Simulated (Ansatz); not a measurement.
Stepwise reaction of `[F][In]([F])[F]` with water, as a gas-phase model of exchange steps in deposition or etching. ΔE in kJ/mol; ΔG adds harmonic PBE0-D4 terms to CCSD(T)/CBS, at 1 bar.

Gas-phase electronic energies from Ansatz, PBE0-D4/def2-TZVP geometries. CBS: MP2 limit from def2 TZ/QZ plus the TZ coupled-cluster correction, frozen cores. This one scheme is used for every species. DFT in def2-TZVPP. B3LYP here is the variant with VWN-RPA as its local correlation; programs differ in this. def2 core potentials past Kr. For In outer-core shells are correlated without core-valence functions, which leaves a few kJ/mol of doubt a bond. Each species was taken in one conformer, which may not be the lowest.

```json
{"step": "1", "reaction": "`[F][In]([F])[F]` + H₂O → `[OH][In]([F])[F]` + H–F", "PBE-D4": "17.6", "B3LYP-D4": "19.5", "ωB97M-V": "20.4", "CCSD(T)/CBS": "15.1", "ΔG(400 K)": "10.7"}
{"step": "2", "reaction": "`[OH][In]([F])[F]` + H₂O → `[OH][In]([OH])[F]` + H–F", "PBE-D4": "23.7", "B3LYP-D4": "25.5", "ωB97M-V": "25.6", "CCSD(T)/CBS": "20.0", "ΔG(400 K)": "21.5"}
{"step": "3", "reaction": "`[OH][In]([OH])[F]` + H₂O → `[OH][In]([OH])[OH]` + H–F", "PBE-D4": "29.5", "B3LYP-D4": "31.1", "ωB97M-V": "30.4", "CCSD(T)/CBS": "24.8", "ΔG(400 K)": "29.7"}
```

Problem. By hand: ΔE of the 3 steps together at CCSD(T)/CBS.

Solution. (15.1) + (20.0) + (24.8) = 59.9 kJ/mol, or 20.0 kJ/mol a step.

In ΔE each step is higher than the one before. All are uphill at CCSD(T)/CBS. ΔG lies between 10.7 and 29.7 kJ/mol a step. PBE-D4 differs from CCSD(T)/CBS by 2.5 to 4.7 kJ/mol a step. Isolated molecules leave out the surface, adducts and barriers. Largest T1 diagnostic: 0.018.
